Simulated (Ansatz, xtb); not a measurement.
# Isomers of C2H6BNO2 in order of energy

3 gas-phase structures of C2H6BNO2, from a drawn sample of its isomers (lower ones may exist). Each was relaxed with GFN2-xTB; where two conformers were screened, the lower at r2SCAN-D4/def2-SVP is listed:

A. `NB1OCCO1`, a singlet
B. `CB(O)NC=O`, a singlet
C. `C=NB(O)OC`, a singlet

Problem. Make a reasoned guess at their ranking by r2SCAN-D4/def2-SVP single-point energy.

Solution. Calculated order at r2SCAN-D4/def2-SVP: A (0.000), B (0.124), C (1.096) eV.

Energies above the lowest of each column, in eV; the last columns are at PBE0-D3(BJ)/def2-SVP geometries:

```
structure  GFN2-xTB  HF/STO-3G  r2SCAN-D4/def2-SVP  PBE0-D3(BJ)/def2-SVP  CCSD(T)/def2-SVP + ΔMP2/def2-TZVPP
        A     0.000      0.000               0.000                 0.000                               0.000
        B     0.751      2.144               0.124                 0.194                               0.255
        C     1.228      2.438               1.096                 1.155                               0.973
```

Every level run on A puts it lowest or level with the lowest. Flexible structures stand in one conformer each, not always the lowest. ΔMP2 is the change of the MP2 energy from the smaller to the larger basis.

Programs: Ansatz 0.2.0, xtb 6.7.1.
